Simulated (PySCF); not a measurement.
SMILES Cc1[c]c(C)cc(C)c1 (C₉H₁₁), doublet (GFN2-xTB optimised geometry):

```
20

C     -2.535    -0.294     0.004
C     -1.040    -0.196     0.000
C     -0.230    -1.297     0.000
C      1.138    -1.297     0.000
C      1.945    -2.559     0.012
C      1.748    -0.042     0.002
C      0.993     1.124     0.004
C      1.683     2.458    -0.005
C     -0.390     1.042     0.002
H     -2.879    -0.751     0.932
H     -2.875    -0.918    -0.820
H     -2.989     0.690    -0.088
H      2.989    -2.354    -0.216
H      1.891    -3.027     0.995
H      1.555    -3.267    -0.717
H      2.829     0.017     0.002
H      2.207     2.605    -0.950
H      2.419     2.513     0.796
H      0.969     3.267     0.122
H     -0.987     1.944     0.002
```

Computed with unrestricted CAM-B3LYP/def2-SVP (PySCF 2.14.0).

What are the frontier orbital energies (α orbitals alone; a β orbital can be the lowest empty one) and the dipole moment?

HOMO-2 -8.12 eV, HOMO-1 -8.04 eV, HOMO -7.99 eV, LUMO 1.22 eV, LUMO+1 1.36 eV; dipole moment 0.53 D.

Meta-Löwdin charges at CAM-B3LYP/def2-SVP: C1 -0.29, C2 0.02, C3 -0.06, C4 0.02, C5 -0.29, C6 -0.13, C7 0.03, C8 -0.29, C9 -0.13, H10 0.11, H11 0.11, H12 0.10, H13 0.10, H14 0.11, H15 0.11, H16 0.09, H17 0.11, H18 0.10, H19 0.10, H20 0.09.
